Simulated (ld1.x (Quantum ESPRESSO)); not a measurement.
## nickel (Ni): variants of one ultrasoft potential

Base potential:

Ni, ultrasoft, made with ld1.x (Quantum ESPRESSO) 7.5 (PBE, fully relativistic). Core [Ar], reference 3d8 4s1.5 4p0.5. Waves: 4s (bound): rcut 2.15, rcutus 2.40 bohr; 4s channel at 4.15 Ry: rcut 2.15, rcutus 2.40 bohr; 4p (bound): rcut 2.80, rcutus 3.15 bohr; 4p channel at 0.3 Ry: rcut 2.80, rcutus 3.15 bohr; 3d (bound): rcut 0.95, rcutus 1.00 bohr; 3d channel at 1.9 Ry: rcut 0.95, rcutus 1.00 bohr. Local part: all-electron potential smoothed inside 1.40 bohr (lloc = -2). Core correction: a·sin(br)/r model core inside 1.05 bohr. Augmentation charge: built from norm-conserving waves at rcut, not smoothed further.

Open shells are filled in proportion to 2j + 1 (rel_dist='average').

Cutoffs, loose and tight: the cutoffs (Ry, on a coarse ladder) from which the occupation-weighted sum of valence levels, in a spherical-Bessel basis at the reference potential, stays within 10 and 1 mRy of its value at 400 Ry. They do not see the model core or the augmentation charge, which bear on the density cutoff. Test errors are all-electron minus pseudo excitation energies from the reference, over the configurations 3d8 4s2 4p0; 3d8 4s1 4p0; 3d8 4s0 4p0; 3d6 4s0 4p0; 3d7 4s2 4p1; 3d8 4s0 4p1; 3d7 4s0 4p0. A dash means not determined; rows that change the core or the reference have their own tests. The largest error is taken over the tests solved by every variant that gives reliable tests at all: 3d8 4s0 4p0; 3d8 4s1 4p0; 3d8 4s2 4p0.

Cutoffs are not given where the Bessel-basis levels miss the radial ones by over 6 mRy, ghosts where they miss by over 20 mRy; a channel whose overlap is not positive is not tested.

```csv
change,outcome,"cutoff, loose","cutoff, tight",bound ghosts,largest test error (meV)
base,generated,–,–,not determined,-39
"all radii but the core radius scaled by about 0.86 (s 2.06, p 2.70, d 0.86 bohr, rcut 1.84/2.40/0.82); local potential all-electron potential smoothed inside 1.20 bohr (lloc = -2)",generated,–,–,not determined,test run stopped at test 1 of 7 (negative rho)
"all radii but the core radius scaled by about 0.95 (s 2.28, p 3.00, d 0.94 bohr, rcut 2.04/2.66/0.90); local potential all-electron potential smoothed inside 1.32 bohr (lloc = -2)",generated,–,–,not determined,-39
"all radii but the core radius scaled by about 1.12 (s 2.70, p 3.54, d 1.12 bohr, rcut 2.42/3.16/1.06); local potential all-electron potential smoothed inside 1.58 bohr (lloc = -2)",generated,–,–,not determined,-38
"all radii but the core radius scaled by about 1.19 (s 2.86, p 3.76, d 1.20 bohr, rcut 2.56/3.34/1.14); local potential all-electron potential smoothed inside 1.68 bohr (lloc = -2)",generated,–,–,not determined,-45
"all radii but the core radius scaled by about 1.28 (s 3.08, p 4.04, d 1.28 bohr, rcut 2.76/3.58/1.22); local potential all-electron potential smoothed inside 1.80 bohr (lloc = -2)",generated,–,–,not determined,-54
```

Q: What comes out with this change to the base: all radii but the core radius scaled by about 1.38 (s 3.32, p 4.36, d 1.38 bohr, rcut 2.98/3.88/1.32); local potential all-electron potential smoothed inside 1.94 bohr (lloc = -2)?

A: outcome: generated, overlap not positive; bound ghosts: not determined (overlap not positive); largest test error (meV): -71. A file whose overlap is not positive is unfit for use, and its test errors describe a broken file.

Q: What comes out with this change to the base: all radii but the core radius scaled by about 0.78 (s 1.86, p 2.46, d 0.78 bohr, rcut 1.68/2.18/0.74); local potential all-electron potential smoothed inside 1.08 bohr (lloc = -2)?

A: outcome: generated; cutoff, loose: 200 Ry; cutoff, tight: 300 Ry; bound ghosts: none; largest test error (meV): -36.
